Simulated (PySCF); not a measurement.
C₄H₃F, SMILES C(/F)=C/C#C. Heavy atoms are numbered as in [CH:1]#[C:2]/[CH:3]=[CH:4]\[F:5]. Hydrogens are named by the atom that carries them.

Geometry optimised at B3LYP-D3(BJ)/def2-SVP. The structure was generated by enumeration; whether it is a known compound was not checked.

Level of theory: CAM-B3LYP/def2-TZVP (PySCF).

ESP charges are fitted to the potential on shells at 1.4 to 2.0 van der Waals radii. Atomic charges (e), one atom of each kind:

| atom | ESP fit | Löwdin | Mulliken | meta-Löwdin |
|---|---|---|---|---|
| C1 (CH) | -0.63 | -0.08 | -0.11 | -0.20 |
| C2 | 0.39 | -0.10 | -0.08 | -0.03 |
| C3 (CH) | -0.50 | -0.19 | -0.23 | -0.18 |
| C4 (CH) | 0.17 | -0.25 | 0.11 | 0.20 |
| F5 | -0.14 | 0.19 | -0.18 | -0.25 |
| H on C1 | 0.36 | 0.13 | 0.21 | 0.18 |
| H on C3 | 0.22 | 0.17 | 0.15 | 0.15 |
| H on C4 | 0.13 | 0.13 | 0.13 | 0.13 |

Computed Mayer and Wiberg (Löwdin basis) orders of the bonds:
```
bond   Mayer  Wiberg
-----  -----  ------
C1–C2   2.87    2.91
C2–C3   1.20    1.34
C3–C4   1.79    2.00
C4–F5   1.09    1.79
```
